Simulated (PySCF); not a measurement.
Si(H)(I)2(Me), SMILES C[SiH](I)I (CH4I2Si) (B3LYP/def2-SVP optimised geometry):

```
8

Si    -0.371    -0.769     0.000
C     -1.005     0.994     0.000
I     -1.258    -1.983    -1.970
I      2.107    -0.769     0.000
H     -0.799    -1.532     1.200
H     -2.107     0.994     0.023
H     -0.628     1.524     0.890
H     -0.670     1.532    -0.900
```

Computed with PySCF 2.14.0 with B3LYP/def2-TZVP, def2 effective core potentials past Kr.

Question: What are the frontier orbital energies and the dipole moment?

Answer: HOMO-2 -7.54 eV, HOMO-1 -7.51 eV, HOMO -7.30 eV, LUMO -1.57 eV, LUMO+1 -0.46 eV; dipole moment 1.85 D.

On the same geometry PBE/def2-TZVP, def2 effective core potentials past Kr (PySCF) gives HOMO-2 -6.66 eV, HOMO-1 -6.61 eV, HOMO -6.45 eV, LUMO -2.15 eV, LUMO+1 -1.14 eV; dipole moment 1.81 D.
